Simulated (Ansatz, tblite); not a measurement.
Forces on Si12⁻ at its PBE0-D4/def2-SVP geometry. Charge -1, multiplicity 2.

The xTB rows come from tblite. Another isomer (doublet) lies 0.30 eV lower at PBE0-D4/def2-SVP; other spin states weren't run for this one.

GFN2-xTB (tblite), largest force 1.82 eV/Å:

```xyz
12
positions Å, forces eV/Å
Si   -1.278   -0.907    0.219    0.089   -1.000    0.672
Si   -0.742    1.584    0.646   -0.462    0.891    0.119
Si    2.911   -0.973    3.288   -0.287    0.123   -0.608
Si    1.507    0.100   -2.694   -0.962    0.177    0.400
Si   -2.208    1.157   -1.184   -0.110    0.626   -0.085
Si   -0.675   -0.521   -2.388   -0.077   -0.482   -1.752
Si    0.901   -0.504    2.508   -0.279   -0.075    1.624
Si   -1.397    0.002    2.417    1.065   -0.256   -0.482
Si    2.728   -0.621    0.967   -0.437    0.108   -0.306
Si   -2.799   -1.146   -1.600    0.805    0.461   -0.040
Si    0.156    1.936   -1.794    0.051    0.208   -0.592
Si    0.897   -0.108   -0.386    0.603   -0.783    1.050
```

PBE-D4/def2-SVP (Ansatz), largest force 0.42 eV/Å:

```
Si -0.037 -0.210 0.022
Si 0.100 0.216 0.135
Si 0.337 -0.086 0.243
Si 0.297 -0.013 -0.153
Si -0.166 0.102 -0.083
Si -0.083 -0.110 -0.153
Si -0.366 0.075 0.029
Si -0.130 0.038 0.184
Si 0.188 -0.014 -0.200
Si -0.249 -0.149 -0.070
Si -0.004 0.184 0.031
Si 0.113 -0.033 0.013
```
